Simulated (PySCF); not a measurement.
# Vibration and rotation of RbP

PBE constants of RbP, ³Σ⁻ (triplet), unpaired electrons π ↑↑ (Rb def2-SVPD with ECP28, P def2-SVPD; scalar-relativistic core potentials (PySCF 2.14); masses 84.9118 and 30.9738 u):

```
ωe              : 171.3 cm⁻¹
ωexe            : 0.786 cm⁻¹
Be              : 0.072083 cm⁻¹
αe              : 0.000437 cm⁻¹
D (centrifugal) : 5.11e-08 cm⁻¹
De to Rb + P    : 1.34 eV
```

Question: Give the vibrational terms G(v) and spacings up to v = 6.

Answer: G(v) = ωe(v+½) − ωexe(v+½)².

```
v  G(v) (cm⁻¹)  G(v) − G(v−1)  Bv (cm⁻¹)
0         85.5                   0.07186
1        255.2          169.7    0.07143
2        423.3          168.2    0.07099
3        589.9          166.6    0.07055
4        754.9          165.0    0.07012
5        918.4          163.4    0.06968
6       1080.2          161.9    0.06924
```

Question: How well does the Morse estimate ωe²/(4ωexe) reproduce De, and what is D0?

Answer: It gives 1.16 eV, 86 % of the computed De. D0 = De − G(0) = 1.34 − 0.01 = 1.33 eV.

Spin–orbit coupling is left out. The state is the lowest determinant that a PBE0 search found; another state may lie lower at other levels.
